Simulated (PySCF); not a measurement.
Compound: C6H6OS.
Z-matrix (Å and degrees, PBE0-D3(BJ)/def2-TZVP geometry), rows numbered from 1:
```
C 
C   1  1.5049
O   2  1.2109  1  121.58
C   2  1.4803  1  117.35  3   179.72
C   4  1.4237  2  126.60  1     0.35
C   5  1.3610  4  112.61  2   179.93
S   6  1.7092  5  111.26  4    -0.12
C   4  1.3720  2  121.60  1  -179.71
H   1  1.0929  2  110.85  3   124.92
H   1  1.0879  2  109.29  3     3.69
H   1  1.0938  2  110.03  3  -116.61
H   5  1.0815  4  124.34  2    -0.24
H   6  1.0791  5  128.30  4   179.94
H   8  1.0792  4  126.26  2     0.06
```

Level of theory: PBE0-D3(BJ)/def2-TZVP geometry optimisation, gas phase (PySCF 2.14.0).

Masses are those of the commonest isotopes; rigid-rotor values at the optimised geometry. The values belong to one conformer with, in the numbering `[CH3:1][C:2](=[O:3])[c:4]1[cH:5][cH:6][s:7][cH:8]1`, C1–C2–C4–C5 0°.

Problem. Give the principal moments of inertia and the rotational constants in MHz.

Solution. Ia = 117.16, Ib = 430.12, Ic = 544.15 u·Å²; 505379 MHz·u·Å²/I gives A = 4314, B = 1175, C = 928.7 MHz.

Problem. Classify the top.

Solution. An asymmetric top; Ray's κ = -0.855.

Problem. What does the inertial defect say?

Solution. Not planar: Δ = Ic − Ia − Ib = -3.12 u·Å². For a rigid frame Δ = −2 Σ m c², so Σ m c² = 1.56 u·Å² lies off the ab plane, practically all of it from hydrogen. The atom farthest from that plane is 0.92 Å away.

Problem. Give the other two planar moments, Paa and Pbb, and the rms extents of the mass along the axes.

Solution. Paa = Σ m a² = (Ib + Ic − Ia)/2 = 428.56 and Pbb = Σ m b² = (Ia + Ic − Ib)/2 = 115.60 u·Å². With the mass M = 126.01 u, the rms extents √(P/M) along a, b and c are 1.84, 0.96, 0.11 Å.

Problem. Predict some low-J microwave lines.

Solution. The dipole components are |μa| = 1.50 D, |μb| = 2.74 D, |μc| = 0.02 D. The squared components, which scale the intensities, stand as 0.30 : 1.00 : 0.00 (a : b : c). Some lines, for components of 0.1 D or more:

| type | branch | J(Ka,Kc) | MHz | lower level (cm⁻¹) |
| --- | --- | --- | --- | --- |
| a | Q | 3(1,2) ← 3(1,3) | 1477 | 0.505 |
| a | R | 1(0,1) ← 0(0,0) | 2104 | 0.000 |
| b | Q | 1(1,0) ← 1(0,1) | 3385 | 0.070 |
| b | Q | 3(1,2) ← 3(0,3) | 4061 | 0.419 |
| a | R | 2(0,2) ← 1(0,1) | 4194 | 0.070 |
| a | R | 2(1,1) ← 1(1,0) | 4454 | 0.183 |
| b | R | 1(1,1) ← 0(0,0) | 5242 | 0.000 |
| a | R | 3(1,3) ← 2(1,2) | 5933 | 0.307 |
| a | R | 3(2,2) ← 2(2,1) | 6311 | 0.646 |
| a | R | 3(2,1) ← 2(2,0) | 6367 | 0.646 |
| a | R | 3(1,2) ← 2(1,1) | 6672 | 0.332 |
| b | Q | 3(2,1) ← 3(1,2) | 9125 | 0.554 |
| b | Q | 2(2,0) ← 2(1,1) | 9430 | 0.332 |
| b | Q | 2(2,1) ← 2(1,2) | 10155 | 0.307 |
| b | Q | 3(3,0) ← 3(2,1) | 16248 | 0.859 |
| b | Q | 3(3,1) ← 3(2,2) | 16317 | 0.856 |
| b | R | 3(3,1) ← 2(2,0) | 22615 | 0.646 |

No frequency check. These are rigid-rotor constants of the computed structure; measured ground-state constants (B0) also hold zero-point vibration. A rigid rotor knows nothing of internal rotation, which can split or shift real lines.
